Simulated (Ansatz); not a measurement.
A made-up structure of CH$_{3}$STe (charge +1), closed shell:

```
6
angstrom
S -1.3773 -0.7293 0.1365
C 0.2028 0.0491 -0.4537
Te 1.7700 1.0671 0.7893
H -1.8949 -1.1912 -1.2078
H 0.4512 0.0235 -1.6459
H 0.8482 0.7809 2.3816
```

It is relaxed with PBE-D4/def2-SVP and then PBE0-D4/def2-TZVP (Ansatz 0.2.0). Atoms count as bonded within 1.22 times the sum of their covalent radii (H–H: 0.88 Å). The end point is not checked to be a true minimum.

**Question.** Does its bonding change? (A judgement: the text doesn't fix the answer.)

**Answer.** By the calculation: No: no bond forms or breaks.

Where it ends: The first stage lowers the energy by 1.24 eV in 5 steps. It ends as CH₃STe ([SH][CH][TeH]), total charge +1:
S1  (-1.230, -0.651, 0.122)
C2  (0.181, 0.044, -0.405)
Te3  (1.581, 0.953, 0.705)
H4  (-1.692, -1.064, -1.078)
H5  (0.402, 0.021, -1.470)
H6  (0.757, 0.697, 2.126)
(Å)

Labels in which every atom is bracketed show which atoms are joined, not bond orders.

For scale, one of the runs: PBE0-D4/def2-TZVP relaxation, 136 basis functions, launched by `ansatz run in.yaml --threads 2 --pin off --events-out ev --progress --plain --max-ram 4352MiB`. Hardware: 2 CPU threads of an Arm Neoverse V1, shared host. Wall time about 20 s.
